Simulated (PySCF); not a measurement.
PySCF job for C5H7Cl, SMILES C#C[C@@H](C)CCl, SMD-M06-2X/6-31G*. Geometry optimised at B3LYP-D3(BJ)/def2-SVP. The structure was generated by enumeration; whether it is a known compound was not checked. One conformer was computed; it need not be the lowest.

```python
import numpy as np
from pyscf import gto, scf, dft
from pyscf.solvent import smd

mol = gto.M(
    atom='''
    C     2.98623425    0.62475821   -0.44835423
    C     1.85225487    0.48276794   -0.04681104
    C     0.46658495    0.31193643    0.40336659
    C    -0.26920165    1.65758669    0.49804115
    C    -0.22942132   -0.68222655   -0.53993392
    Cl   -1.88010274   -1.12230506    0.04643577
    H     3.99469275    0.75199344   -0.79378005
    H     0.48670027   -0.15081190    1.40629494
    H    -0.29899632    2.15086779   -0.48610536
    H    -1.30036604    1.49863396    0.84291498
    H     0.24253688    2.32915968    1.20210923
    H     0.34167032   -1.61599811   -0.61351548
    H    -0.34319780   -0.25359521   -1.54517762
    ''',
    basis='6-31G*',
    charge=0,
    spin=0,
    max_memory=1600,
    verbose=3,
)
mf = dft.RKS(mol, xc='m06-2x').density_fit(auxbasis='def2-universal-jkfit')
mf.grids.level = 4
mf.conv_tol = 1e-9
mf.max_cycle = 100
mf.kernel()
res = {}
for name in ['water', 'ethanol', 'tetrahydrofuran']:
    s = mf.SMD()
    s.with_solvent.solvent, s.with_solvent.sasa_ng = name, 194
    s.kernel(mf.make_rdm1())
    res[name] = (s.e_tot, s.with_solvent.get_cds(), s.dip_moment(), s.mo_energy, s.converged)
    print(f'SMD {name}: dG(solv) = {(s.e_tot - mf.e_tot) * 627.509474:.3f} kcal/mol, of which CDS {res[name][1] * 627.509474:.3f}')
```

Log of the run:

```
converged SCF energy = -654.74110609219
converged SCF energy = -654.743239341503
Dipole moment(X, Y, Z, Debye):  1.87848,  0.75082, -0.55206
SMD water: dG(solv) = -1.339 kcal/mol, of which CDS 4.421
converged SCF energy = -654.750008092062
Dipole moment(X, Y, Z, Debye):  1.86380,  0.75135, -0.54498
SMD ethanol: dG(solv) = -5.586 kcal/mol, of which CDS -0.079
converged SCF energy = -654.749623233956
Dipole moment(X, Y, Z, Debye):  1.81657,  0.75080, -0.52294
SMD tetrahydrofuran: dG(solv) = -5.345 kcal/mol, of which CDS -0.643
```

Self-consistency was reached.
